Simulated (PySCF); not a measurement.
# Reading the logs of faulty runs: B2CGeH7 cation

These are calculations, not measurements. They come from PySCF 2.14.0, an open-source quantum chemistry program, on an isolated molecule that a program drew, which may never have been made. The molecule is B2CGeH7 cation (charge +1, singlet), drawn as the SMILES string `[BH+][GeH]([BH2])[CH3]`.

Each row is a Hartree-Fock (HF) and frozen-core CCSD(T) single point in the cc-pVDZ basis, meant for a local HF minimum. Run 1 is clean. Each other run has one planted mistake out of seven kinds, and not every kind appears here: one electron removed, one electron added, multiplicity raised by two, geometry at a saddle point, minimal basis STO-3G, one bond length entered in bohr, all coordinates scaled. The reference is restricted for singlets and unrestricted otherwise, and also for a bond in bohr. Adding or removing an electron swaps singlet and doublet. Electrons count all cores. HOMO and LUMO are orbital energies over both spins, the gradient is its largest component, and the lowest frequency (negative if imaginary) is given only where the gradient is small. Bond lengths are over the 10 bonds as drawn. T1 is the CCSD diagnostic: over 0.02 (restricted) or 0.045 (unrestricted) a single reference is doubtful. Germanium has the cc-pVDZ-PP basis, with a core potential (ECP10MDF) in place of its 10 inner electrons, and its 3s, 3p and 3d shells are frozen in CCSD(T).

Geometry of the clean run:
```xyz
11
B2CGeH7 cation, angstrom
B    -1.7720   -0.8241   -1.7782
Ge   -0.3940    0.0524   -0.3955
B     1.4984   -0.7516   -0.8260
C    -0.6472    1.9904   -0.5584
H    -2.5283   -1.3331   -2.5371
H    -1.0077   -0.5243    0.8842
H     1.6534   -1.5959   -1.6520
H     2.4091   -0.3221   -0.1899
H    -1.6792    2.2704   -0.3518
H    -0.0007    2.4606    0.1843
H    -0.3571    2.3425   -1.5478
```

| run | electrons | basis functions | <S^2> | HOMO (eV) | LUMO (eV) | gradient (hartree/bohr) | lowest frequency (cm^-1) | mean bond (Å) | longest bond (Å) | T1 | HF (hartree) | CCSD(T) (hartree) | mistake |
|---|---|---|---|---|---|---|---|---|---|---|---|---|---|
| 1 | 54 | 100 | 0.000 | -15.61 | -4.86 | 2.0e-05 | 111 | 1.4572 | 2.140 | 0.0154 | -384.33960 | -384.78618 | no fault |
| 2 | 53 | 100 | 0.771 | -22.03 | -13.30 | 8.0e-02 | - | 1.4572 | 2.140 | 0.0170 | -383.80985 | -384.22876 | one electron removed |
| 3 | 54 | 100 | 0.712 | -15.62 | -4.90 | 2.3e-02 | - | 1.5542 | 2.140 | 0.0604 | -384.20866 | -384.65269 | one bond length entered in bohr |
| 4 | 54 | 100 | 2.017 | -14.57 | -7.64 | 3.7e-02 | - | 1.4572 | 2.140 | 0.0304 | -384.23203 | -384.66356 | multiplicity raised by two |
| 5 | 54 | 100 | 0.000 | -15.22 | -4.76 | 3.3e-02 | - | 1.5330 | 2.251 | 0.0151 | -384.31908 | -384.77256 | all coordinates scaled |
| 6 | 55 | 100 | 0.768 | -7.29 | 1.22 | 3.3e-02 | - | 1.4572 | 2.140 | 0.0132 | -384.56095 | -385.02058 | ? |

**Which mistake was planted in run 6, and what did it cost?**

It counts 55 electrons, one more than the clean run, at the same geometry and basis. So the mistake is: one electron added. Subtracting run 1 and multiplying by 627.51 kcal/mol a hartree, the energy moved by -138.9 kcal/mol in HF and -147.1 kcal/mol in CCSD(T).

Cautions from the logs. Run 3: T1 is over the limit, so its CCSD(T) energy is less reliable.
